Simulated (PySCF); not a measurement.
C7H9N.
SMILES with atom numbers: `[NH2:1][CH2:2][C:3]1=[CH:4][C@@H:5]2[C@@H:6]3[C@H:7]1[C@H:8]23` (hydrogens: H9, H10 on N1; H11, H12 on C2; H13 on C4; H14 on C5; H15 on C6; H16 on C7; H17 on C8)

All values: wB97X-D/def2-SVPD (PySCF, non-relativistic), on one gas-phase PBE0-D3(BJ)/def2-SVP geometry that isn't relaxed in the solvent. The solvent is an IEF-PCM continuum (cavity from Bondi-type radii × 1.2), and excitations are vertical TDDFT with non-equilibrium linear response and a frozen core. Only the electrostatic response of the medium enters.

Gas-phase singlets (H = HOMO, L = LUMO):

```csv
state,E (eV),λ (nm),f,leading configurations
S1,5.647,220,0.120,H→L 92%
S2,6.399,194,0.036,"H-1→L 43%, H→L+1 26%"
S3,6.532,190,0.010,"H-2→L 47%, H→L+1 28%"
S4,6.677,186,0.014,"H-1→L 34%, H-2→L 30%"
S5,7.006,177,0.013,"H→L+2 49%, H-1→L+1 16%"
```

Task: Give the list for cyclohexane (ε = 2.017), n² = 2.04.

Result: 
```tsv
state	E (eV)	λ (nm)	f	leading configurations	change by rank (eV)
S1	5.575	222	0.154	H→L 93%	-0.072
S2	6.423	193	0.033	H-1→L 44%, H-2→L 26%	+0.024
S3	6.533	190	0.029	H→L+1 40%, H-2→L 39%	+0.001
S4	6.692	185	0.021	H-1→L 40%, H-2→L 25%	+0.015
S5	7.079	175	0.015	H→L+2 52%, H-1→L+1 14%	+0.073
```

Task: Give the list for dimethylsulfoxide (ε = 46.83), n² = 2.19.

Result: 
| state | E (eV) | λ (nm) | f | leading configurations | change by rank (eV) |
| --- | --- | --- | --- | --- | --- |
| S1 | 5.562 | 223 | 0.154 | H→L 94% | -0.085 |
| S2 | 6.413 | 193 | 0.007 | H-2→L 56%, H-1→L 35% | +0.014 |
| S3 | 6.576 | 189 | 0.059 | H→L+1 67%, H-2→L 10% | +0.044 |
| S4 | 6.748 | 184 | 0.034 | H-1→L 51%, H-2→L 24% | +0.071 |
| S5 | 7.215 | 172 | 0.013 | H→L+2 46%, H→L+3 19% | +0.209 |

Task: The ground-state energy changes by -0.264 eV from gas to dimethylsulfoxide. By how much does the total energy of gas-phase S1 change?

Result: E(S1) = E(S0) + excitation energy, so it changes by -0.264 − 0.085 = -0.349 eV: it is lowered more than the ground state, which is what a red shift means. This is the vertical state, with the slow part of the continuum still set for S0.

Task: How do the frontier levels move from gas to dimethylsulfoxide?

Result: 
```
orbital  gas (eV)  solvent (eV)  change (eV)                     Löwdin shares, gas                 Löwdin shares, solvent
 LUMO+2      2.85          3.04        +0.19  H17 12 %, H14 11 %, H15 11 %, C8 10 %  H15 12 %, C6 12 %, H14 12 %, H17 11 %
 LUMO+1      2.46          2.63        +0.17     H16 12 %, C6 12 %, C7 10 %, C8 8 %      C2 13 %, C4 11 %, C6 8 %, H16 8 %
   LUMO      1.98          1.97        -0.01       C4 26 %, C3 24 %, C8 7 %, C2 6 %       C4 27 %, C3 25 %, C8 7 %, C5 6 %
   HOMO     -7.98         -8.01        -0.03      C4 28 %, C3 26 %, N1 10 %, C8 8 %       C4 29 %, C3 27 %, C8 8 %, N1 7 %
 HOMO-1     -9.01         -9.16        -0.15       N1 53 %, C2 13 %, C3 9 %, H9 5 %       N1 51 %, C2 13 %, C3 9 %, C6 5 %
 HOMO-2     -9.64         -9.57        +0.07       C8 30 %, C6 29 %, C7 8 %, C5 8 %       C8 28 %, C6 27 %, C5 8 %, C4 8 %
 HOMO-3    -10.51        -10.42        +0.09     C7 25 %, C5 23 %, C8 18 %, C6 18 %     C7 25 %, C5 23 %, C8 18 %, C6 18 %
```

The HOMO–LUMO gap goes from 9.96 to 9.97 eV. Rows go by rank; for LUMO+1 the atom shares or the degeneracy differ between the runs, so the row needn't follow one orbital.

The pairwise dispersion term of wB97X-D wasn't added to the energies; at a given geometry it leaves orbitals and properties as they are.
